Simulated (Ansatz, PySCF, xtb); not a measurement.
Homolysis of single bonds, series B I-H. Gas-phase values, no solvent. Strings in code marks are SMILES.

Quantity: homolytic bond dissociation enthalpy at 298 K (no spin–orbit term), in kcal/mol. Thermal and zero-point terms are GFN2-xTB rigid-rotor harmonic values (xtb).

Level 1: BP86/6-31G* (LANL2DZ on I) // PBE0-D3(BJ)/def2-TZVP (PySCF)
Level 2: M06-2X/6-31G* (LANL2DZ on I) // PBE0-D3(BJ)/def2-TZVP (PySCF)
Level 3: HF/6-31G* (LANL2DZ on I) // PBE0-D3(BJ)/def2-TZVP (PySCF)
Level 4: HF/def2-TZVPP // PBE0-D3(BJ)/def2-TZVP (Ansatz, a first-principles code)

```json
[
 {"species": "B–I bond of `BI`, giving `[BH2]` and `[I]`", "level 1": "92.0", "level 2": "92.0", "level 3": "60.1", "level 4": "62.5"},
 {"species": "I–B bond of `IB(I)I`, giving `I[B]I` and `[I]`", "level 1": "80.1", "level 2": "83.1", "level 3": "49.9", "level 4": "52.1"},
 {"species": "I–B bond of `IBI`, giving `[BH]I` and `[I]`", "level 1": "86.5", "level 2": "87.5", "level 3": "55.4", "level 4": "57.9"}
]
```
